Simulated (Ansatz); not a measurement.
```yaml
crystal:
  periodic: [false, false, false]
  atoms:
    - {symbol: N, position_ang: [0.628184, 2.128303, -1.094741]}
    - {symbol: C, position_ang: [0.294948, 0.972876, -0.506393]}
    - {symbol: C, position_ang: [0.044498, -0.080391, 0.035898]}
    - {symbol: Ge, position_ang: [-0.338836, -1.715996, 0.887467]}
    - {symbol: H, position_ang: [0.481211, 2.169447, -2.091777]}
    - {symbol: H, position_ang: [-1.060781, -2.455407, 0.354482]}
    - {symbol: H, position_ang: [-1.360781, -2.505407, 0.054482]}
    - {symbol: H, position_ang: [0.940142, -2.554523, 1.040483]}
    - {symbol: H, position_ang: [-0.925616, -1.425102, 2.276651]}
basis:
  gaussian: {orbitals: cc-pVDZ}
hamiltonian: {xc: {name: wB97}}
output: {forces: true}
```

```sh
$ ansatz run in.yaml --threads 2 --pin off --events-out ev --progress --plain --max-ram 4352MiB
```

Shortened log:

```
Functional definition: wB97
1223 factors; their error is unknown
352 factors; integrals over basis functions are off by at most 1.9e-5 eV
mean field evaluation 1: about -60143.4213 eV, gradient 4.9e1 eV
mean field evaluation 2: about -60124.7642 eV, gradient 8.9e1 eV
mean field evaluation 4: about -60150.1736 eV, gradient 8.9e0 eV
mean field evaluation 8: about -60150.3909 eV, gradient 1.0e-1 eV
mean field evaluation 16: about -60150.3708 eV, gradient 1.1e-3 eV
mean field -60150.37083458 eV, -2210.4853567850 hartree, gradient 3.3e-5 eV, S^2 0.000000; 0 other end points of the search recorded, 0 dependent functions left out
reference -60150.37082520 eV, -2210.4853564403 hartree; 28, 28 occupied and 66, 66 virtual orbitals, 1223 factors
Total energy: -60150.37082520 eV, -2210.4853564403 hartree
Atom 0 at     0.628184     2.128303    -1.094741 Å, force    -1.042428    -3.270043     3.196972 eV/Å
Atom 1 at     0.294948     0.972876    -0.506393 Å, force     2.125738     8.144865    -5.414042 eV/Å
Atom 2 at     0.044498    -0.080391     0.035898 Å, force    -2.156208    -7.310234     3.325185 eV/Å
Atom 3 at    -0.338836    -1.715996     0.887467 Å, force    13.458630    15.789241     8.078140 eV/Å
Atom 4 at     0.481211     2.169447    -2.091777 Å, force    -0.081269    -0.476169    -0.455895 eV/Å
Atom 5 at    -1.060781    -2.455407     0.354482 Å, force    19.612668    -5.641419    22.310038 eV/Å
Atom 6 at    -1.360781    -2.505407     0.054482 Å, force   -30.706201    -5.592876   -30.547868 eV/Å
Atom 7 at     0.940142    -2.554523     1.040483 Å, force    -0.648829    -0.844347    -0.287080 eV/Å
Atom 8 at    -0.925616    -1.425102     2.276651 Å, force    -0.562101    -0.799020    -0.205450 eV/Å
Dipole moment:    -0.850949    -2.073443     0.312822 e Å
```

In this input one atom was put on top of another. Self-consistency was reached. The result belongs to that input, not to the molecule as meant.
